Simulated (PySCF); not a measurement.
# How methods differ on the ionisation energy of C²⁺

C²⁺ [He] 2s2 (1S) → C³⁺ [He] 2s1 (2S), as a difference of total energies. All numbers are calculated (PySCF 2.14, scalar relativity by spin-free X2C-1e, in aug-cc-pVTZ-DK). Correlated levels: valence: 1s2 frozen. The calculations carry no spin-orbit coupling.

```tsv
method	ionisation energy (eV)
UHF	45.806
LDA	46.966
PBE	47.123
PBE0	47.062
r2SCAN	46.641
LC-wPBE	47.226
MN15	47.004
B97-3	47.197
BLYP	47.120
MP2 (valence)	46.979
SCS-MP2 (valence)	47.214
```

Task: How much does correlation contribute at MP2 (valence)?

Result: 46.979 − (45.806) = 1.173 eV, measured against UHF.

Errors of the correlated levels include the incompleteness of this basis and the frozen core.

MP2 underrates the near-degeneracy of ns² with np² in the lower species.

For comparison: 47.888 eV (measured; NIST Atomic Spectra Database, ionization energies).
